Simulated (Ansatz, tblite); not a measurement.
Spin states of the cluster Mo₂O₆ (the lowest singlet isomer of a short search), each relaxed with r2SCAN-D4/def2-SVP in Ansatz. Electronic energies in the gas phase.

In the def2 sets Mo takes a core potential; there is no spin–orbit coupling. The xTB rows come from tblite. HOMO above LUMO, or a gap near zero within one spin, warns that the state may not be the lowest or that an electron is smeared out. The structure comes from a short search, and lower isomers may exist.

Singlet geometry (D2h within 0.1 Å):

Cartesian coordinates in Å:
```
Mo 1.426 0.138 -0.113
Mo -1.426 -0.138 0.113
O -2.396 0.680 1.220
O -2.382 -1.143 -0.842
O -0.157 0.939 -0.831
O 0.157 -0.939 0.831
O 2.396 -0.680 -1.220
O 2.383 1.143 0.842
```

Triplet geometry (D2h within 0.1 Å):

```csv
atom,x (Å),y (Å),z (Å)
Mo1,-0.713,1.111,-0.446
Mo2,0.713,-1.111,0.446
O3,2.402,-1.319,0.199
O4,-0.005,-2.420,1.301
O5,0.242,0.614,1.143
O6,-0.242,-0.614,-1.143
O7,-2.402,1.319,-0.199
O8,0.005,2.420,-1.301
```

Quintet geometry (D2h within 0.1 Å):

```tsv
atom	x (Å)	y (Å)	z (Å)
Mo1	-0.9006	1.3687	0.2726
Mo2	0.9006	-1.3687	-0.2726
O3	0.2367	-2.7643	-1.0328
O4	2.5566	-1.4807	0.1873
O5	0.2927	0.3840	-0.9608
O6	-0.2929	-0.3841	0.9607
O7	-0.2365	2.7642	1.0328
O8	-2.5566	1.4809	-0.1872
```

⟨S²⟩: triplet 2.05 at PBE0-D4/def2-TZVP (pure 2.00), quintet 6.03 at PBE0-D4/def2-TZVP (pure 6.00).

Run but left out: HF/def2-TZVP, MP2/def2-TZVP (triplet: ⟨S²⟩ 2.31, where a pure state has 2.00); PBE-D4/def2-TZVP (triplet: an occupied level 0.00 eV above an empty one); HF/def2-TZVP, MP2/def2-TZVP (quintet: ⟨S²⟩ 6.54, where a pure state has 6.00).

Only these spin states were relaxed.

Task: Estimate which spin state lies lowest at each of these levels, and by how much: GFN1-xTB; GFN2-xTB; r2SCAN-D4/def2-TZVP; PBE0-D4/def2-TZVP; r2SCAN0-D4/def2-TZVP; ωB97X-V/def2-TZVP.

Result: 
| level | triplet − singlet (kcal/mol) | quintet − singlet (kcal/mol) | lowest of these | remarks |
| --- | --- | --- | --- | --- |
| GFN1-xTB | 87.9 | 189.9 | singlet | – |
| GFN2-xTB | 43.1 | 115.7 | singlet | – |
| r2SCAN-D4/def2-TZVP | 63.9 | 138.4 | singlet | gap within one spin near zero (quintet), gap within one spin near zero (triplet) |
| PBE0-D4/def2-TZVP | 68.6 | 144.3 | singlet | – |
| r2SCAN0-D4/def2-TZVP | 67.3 | 141.3 | singlet | – |
| ωB97X-V/def2-TZVP | 73.9 | 151.5 | singlet | – |

Change of the quintet − singlet gap on mixing in exact exchange, in kcal/mol: r2SCAN to r2SCAN0 (25 % exact exchange) 2.9. The xTB methods have no spin-polarisation term.
